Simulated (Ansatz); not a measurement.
```yaml
crystal:
  periodic: [false, false, false]
  atoms:
    - {symbol: C, position_ang: [-1.596390, 1.786194, 2.018968]}
    - {symbol: Si, position_ang: [-0.150883, 0.945533, 1.292364]}
    - {symbol: C, position_ang: [0.228609, -0.662421, 2.302938]}
    - {symbol: C, position_ang: [1.355773, 2.102344, 1.398228]}
    - {symbol: N, position_ang: [-0.542916, 0.514657, -0.391276]}
    - {symbol: Ge, position_ang: [-1.687476, 1.442631, -1.340354]}
    - {symbol: C, position_ang: [0.112559, -0.682341, -0.967691]}
    - {symbol: C, position_ang: [-0.664194, -1.536009, -1.696588]}
    - {symbol: C, position_ang: [-0.116754, -2.670031, -2.341165]}
    - {symbol: C, position_ang: [1.289859, -2.859272, -2.217992]}
    - {symbol: C, position_ang: [2.016556, -2.032083, -1.484937]}
    - {symbol: C, position_ang: [1.482195, -0.898364, -0.894200]}
    - {symbol: H, position_ang: [-2.501722, 1.152320, 1.920542]}
    - {symbol: H, position_ang: [-1.417631, 1.913561, 3.077237]}
    - {symbol: H, position_ang: [-1.845028, 2.724867, 1.591946]}
    - {symbol: H, position_ang: [0.348548, -0.386084, 3.299005]}
    - {symbol: H, position_ang: [-0.565059, -1.351134, 2.194644]}
    - {symbol: H, position_ang: [1.100788, -1.126186, 1.958372]}
    - {symbol: H, position_ang: [1.488353, 2.513539, 2.449987]}
    - {symbol: H, position_ang: [1.115961, 3.029079, 0.820245]}
    - {symbol: H, position_ang: [2.222552, 1.717156, 1.066160]}
    - {symbol: H, position_ang: [-1.334566, 1.316369, -2.818795]}
    - {symbol: H, position_ang: [-3.157920, 0.951371, -1.158389]}
    - {symbol: H, position_ang: [-1.611064, 2.935026, -0.893608]}
    - {symbol: H, position_ang: [-1.685579, -1.350673, -1.776254]}
    - {symbol: H, position_ang: [-0.714306, -3.236138, -2.935409]}
    - {symbol: H, position_ang: [1.686160, -3.767092, -2.685423]}
    - {symbol: H, position_ang: [3.137916, -2.166717, -1.386357]}
    - {symbol: H, position_ang: [2.047422, -0.177390, -0.342335]}
basis:
  gaussian: {orbitals: aug-cc-pVDZ}
hamiltonian: {xc: {name: wB97X-D}, dispersion: d3bjatm}
output: {forces: true}
```

```sh
$ ansatz run in.yaml --threads 11 --pin off --events-out ev --progress --plain --max-ram 174080MiB --backend cuda --devices 0, --max-vram 75GiB
```

Shortened log:

```
Error: YAML parse error: error: line 35 column 19: hamiltonian.xc: no functional is named "wB97X-D"; the names, which are not case-sensitive, are SVWN5, SPW92, PBE, PBE0, PBEsol, revPBE, revPBE0, RPBE, rPW86-PBE, HSE06, wPBEh, LC-wPBE, HISS, HF, BLYP, B3LYP, B3LYP5, BHLYP, CAM-B3LYP, r2SCAN, r2SCANh, r2SCAN0, r2SCAN50, m-r2SCAN, B97, wB97, wB97X, wB97X-V, B97M-V, wB97M-V, B2PLYP, B2GP-PLYP, PBE0-DH, PBE-QIDH
33 | basis:
34 |   gaussian: {orbitals: aug-cc-pVDZ}
35 | hamiltonian: {xc: {name: wB97X-D}, dispersion: d3bjatm}
36 | output: {forces: true}
```

Question: What is wrong with this run?

Answer: The method's name isn't one that the program takes here. The input was rejected before any iteration.

HSE06 is defined as in plane-wave codes.
